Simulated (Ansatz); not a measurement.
`C=C[Si](N)(O)O`, relaxed with RKS PBE0-D4/def2-TZVP in Ansatz 0.2.0 from a PBE-D4/def2-SVP geometry. The force threshold is 0.005 eV/Å; the program also tests the step.

Total charge 0; spin multiplicity 1.

Start:

```xyz
13

C     0.572    0.210   -2.013
C     0.132    0.890   -0.934
Si   -0.205    0.091    0.725
N    -0.497   -1.588    0.406
O     1.069    0.273    1.810
O    -1.483    0.845    1.508
H     0.749   -0.880   -1.967
H     0.774    0.700   -2.982
H    -0.026    1.981   -1.035
H    -1.150   -1.812   -0.350
H    -0.666   -2.205    1.205
H     1.932   -0.005    1.458
H    -1.202    1.499    2.171
```

```
         step  energy (eV)  largest force (eV/Å)  largest move (Å)
            1  -15644.8088                 0.913             0.000
            2  -15644.8881                 0.440             0.030
            3  -15644.9042                 0.089             0.045
 4 (rejected)  -15644.9032                 0.401             0.044
            5  -15644.9079                 0.089             0.021
 6 (rejected)  -15644.9068                 0.134             0.071
            7  -15644.9090                 0.125             0.036
            8  -15644.9102                 0.102             0.050
            9  -15644.9105                 0.036             0.013
10 (rejected)  -15644.9105                 0.049             0.012
           11  -15644.9106                 0.030             0.006
13 (rejected)  -15644.9094                 0.295             0.083
           15  -15644.9110                 0.106             0.041
           17  -15644.9143                 0.074             0.095
19 (rejected)  -15644.8683                 1.687             0.162
21 (rejected)  -15644.9161                 0.127             0.015
23 (rejected)  -15644.9163                 0.124             0.048
           25  -15644.9177                 0.059             0.017
27 (rejected)  -15644.9176                 0.025             0.017
           29  -15644.9179                 0.011             0.015
           31  -15644.9179                 0.012             0.009
           33  -15644.9180                 0.004             0.001
```

End:

```xyz
13

C     0.543    0.212   -2.041
C     0.155    0.921   -0.984
Si   -0.169    0.181    0.681
N    -0.480   -1.487    0.458
O     1.071    0.289    1.761
O    -1.359    1.103    1.334
H     0.681   -0.864   -1.981
H     0.740    0.669   -3.007
H     0.035    1.997   -1.101
H    -1.163   -1.784   -0.220
H    -0.469   -2.109    1.252
H     1.853   -0.227    1.557
H    -1.438    1.098    2.289
```

Run time 54 s (2 threads of an AMD EPYC 7R13 on a shared host and a share of an NVIDIA H100 80 GB); peak host memory 0.91 GiB.
